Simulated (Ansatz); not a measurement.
C$_{2}$H$_{9}$NSi$_{2}$ (`C[Si]1(N)C[SiH2]1`) from Hartree–Fock to CCSD(T)

```xyz
14

C    -0.9272    1.5120    0.0391
Si   -0.1925   -0.1821   -0.1053
N    -1.2727   -1.2786   -0.8379
C     1.5663   -0.4322   -0.4688
Si    1.6994   -0.8156    1.4659
H    -1.8563    1.4913    0.6134
H    -1.1466    1.9114   -0.9540
H    -0.2289    2.1787    0.5468
H    -0.9374   -2.1594   -1.1925
H    -2.2343   -1.3424   -0.5451
H     2.1158    0.4526   -0.7820
H     1.8189   -1.2910   -1.0881
H    -0.0336   -0.7065    1.4539
H     1.6290    0.6619    1.8547
```

Total charge 0; spin multiplicity 1. The geometry is a stationary point of PBE0-D4/def2-TZVP. It is one conformer, not always the lowest. Frozen core, restricted reference, the Gaussian-basis code of Ansatz. CBS rows extrapolate triple and quadruple zeta; past MP2 they add the triple-zeta difference.

| basis | HF (Eh) | MP2 corr. | CCSD corr. | (T) | CCSD(T) total |
| --- | --- | --- | --- | --- | --- |
| def2-SVP | -712.98982 | -0.65254 | -0.71996 | -0.02228 | -713.73206 |
| def2-TZVPP | -713.35589 | -0.81176 | ? | ? | ? |
| def2-QZVPP | -713.38027 | ? | – | – | – |
| CBS(def2) | -713.38363 | ? | -0.96526 | as TZ | ? |

Fill in the withheld values. (An estimate is asked.)

Computed: def2-TZVPP CCSD corr.: -0.86973; def2-TZVPP (T): -0.03651; def2-TZVPP CCSD(T) total: -714.26213; def2-QZVPP MP2 corr.: -0.86664; CBS(def2) MP2 corr.: -0.90729; CBS(def2) CCSD(T) total: -714.38540.
